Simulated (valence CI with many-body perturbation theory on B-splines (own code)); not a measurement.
Valence orbitals of Ce⁴³⁺

Method: configuration interaction combined with many-body perturbation theory (CI+MBPT): five valence electrons over a frozen Dirac-Fock core [Ne], radial functions for each j: 9 s, 9 p, 8 d, 6 f, 3 g, 1 h, with the one-electron correlation potential Σ1, the two-electron term Σ2, the three-electron term Σ3, Breit, model QED; selected CI, second order for the rest (own B-spline code, finite nucleus).

No measured spectrum was set against this ion. As an estimate, large intervals hold to a few tenths of a per cent, small ones and those within an open d or f shell to about a per cent. Among the levels kept, up to 620 cm⁻¹ of a level comes from second order outside the variational space, and about a tenth of that is noise between levels of different J, which matters for small intervals.

These are the spectroscopic orbitals of the CI (the correlating ones are not listed), shaped by the core and the other valence electrons. h is the expectation value of the core's Dirac-Fock operator, without the valence repulsion; Σ1 is computed up to l = 3 at one energy for each symmetry, that of its lowest orbital but kept below the first core excitation, so for empty shells it is not the orbital's own correlation shift; Breit and QED include the response of the core.

```csv
Orbital,h (hartree),Σ1 (cm⁻¹),Breit (cm⁻¹),QED (cm⁻¹),⟨r⟩ (bohr)
3s1/2,-145.73,-6659,19136,15073,0.2526
4s1/2,-79.228,-2198,7321,5938,0.4708
5s1/2,-49.676,-999,3480,2880,0.7591
6s1/2,-34.034,-544,1941,1617,1.114
3p1/2,-141.62,-8540,31870,67.1,0.2397
4p1/2,-77.509,-2773,12292,38.0,0.4623
5p1/2,-48.811,-1268,5940,20.9,0.7540
6p1/2,-33.539,-692,3335,12.5,1.113
3p3/2,-137.16,-7711,18776,1544,0.2487
4p3/2,-75.693,-2576,7203,617,0.4742
5p3/2,-47.9,-1191,3703,305,0.7691
6p3/2,-33.019,-655,2083,173,1.131
3d3/2,-132.03,-9450,14706,-507,0.2146
4d3/2,-73.711,-2594,5217,-169,0.4467
5d3/2,-46.926,-1150,2475,-79.0,0.7462
3d5/2,-131,-8725,7012,68.3,0.2173
4d5/2,-73.267,-2388,2468,59.2,0.4500
5d5/2,-46.698,-1060,1195,35.2,0.7503
4f5/2,-72.179,-2173,476,-72.0,0.3952
5f5/2,-46.152,-1059,325,-38.8,0.6994
4f7/2,-71.992,-2099,123,26.8,0.3968
5f7/2,-46.056,-1020,83.4,11.5,0.7013
5g7/2,-45.911,,9.5,-15.8,0.6197
5g9/2,-45.856,,1.4,11.8,0.6208
```

Among the shells of the start configuration 3s2 3p3, Σ1 is largest in size for 3p1/2, where it is 0.027 % of h.

Lowest root of each symmetry, sizes in configuration state functions:

```csv
J,Parity,Roots,Reference,Variational,Second order,Change by selected CI (cm⁻¹),Change by second order (cm⁻¹)
1/2,even,8,44,39998,262740,-16308,-31
3/2,even,11,71,39996,584759,-20614,-162
5/2,even,10,74,39993,684039,-19027,-254
7/2,even,6,54,39999,738626,-21975,-327
9/2,even,3,34,39993,635857,-22582,-129
1/2,odd,4,67,39997,279395,-17130,-21
3/2,odd,7,110,39999,439161,-15970,-51
5/2,odd,5,114,39992,542491,-16663,-160
7/2,odd,4,93,39999,714456,-16086,-295
9/2,odd,2,57,39996,528878,-16123,-156
```
